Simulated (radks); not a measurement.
Species: Rh IV. Configuration: [Kr] 4d5.5 5s0.5 (fractional occupations, a model configuration).

Method: scalar-relativistic Kohn-Sham, PBE, spin-polarised, spherical densities, finite nucleus; open shells are filled with parallel spins first (spin-orbit coupling, left out, can overturn this in heavy ions); Fermi nuclear charge, rms radius 4.4945 fm; computed with a radial shooting solver on a logarithmic mesh with Libxc functionals.

Energy parts (hartree):
| part | energy |
|---|---|
| total | -4781.82864 |
| kinetic | 4952.36196 |
| electron-nucleus | -11482.67188 |
| Hartree | 1885.88995 |
| exchange-correlation | -137.40867 |

Orbitals (lengths in bohr, moments of r in powers of bohr; <r^-3> diverges for s and p1/2; r(max) is where P^2 peaks; r(90%) holds 90 % of the orbital's charge):
orbital  occ.  eigenvalue (hartree)   r(max)  r(90%)  <r^-3>
1s up       1             -848.0744  0.02118  0.0585       -
1s down     1             -848.0740  0.02118  0.0585       -
2s up       1             -124.2159   0.1198   0.219       -
2s down     1             -124.1855   0.1198   0.219       -
2p up       3             -111.4726  0.09577   0.201    3244
2p down     3             -111.4496  0.09576   0.201    3245
3s up       1             -23.39053   0.3514   0.576       -
3s down     1             -23.37484   0.3515   0.576       -
3p up       3             -19.20307   0.3446   0.588   565.1
3p down     3             -19.18514   0.3447   0.588   564.7
3d up       5             -12.51219   0.2913   0.588   76.58
3d down     5             -12.48432   0.2915   0.587   76.55
4s up       1              -4.50085   0.8801    1.41       -
4s down     1              -4.36457   0.8766    1.40       -
4p up       3              -3.30631   0.9403    1.56   91.58
4p down     3              -3.16274   0.9359    1.56   93.06
4d up       5              -1.58207    1.104    2.07   8.050
4d down   0.5              -1.43573    1.098    2.10   8.042
5s up     0.5              -1.15793    2.180    3.45       -
5s down     0              -1.06608    2.222    3.51       -

The highest occupied level is 5s up at -31.509 eV. The density falls to 0.001 e/bohr^3 at r = 3.40 bohr. Spin moment in Bohr magnetons: 5.
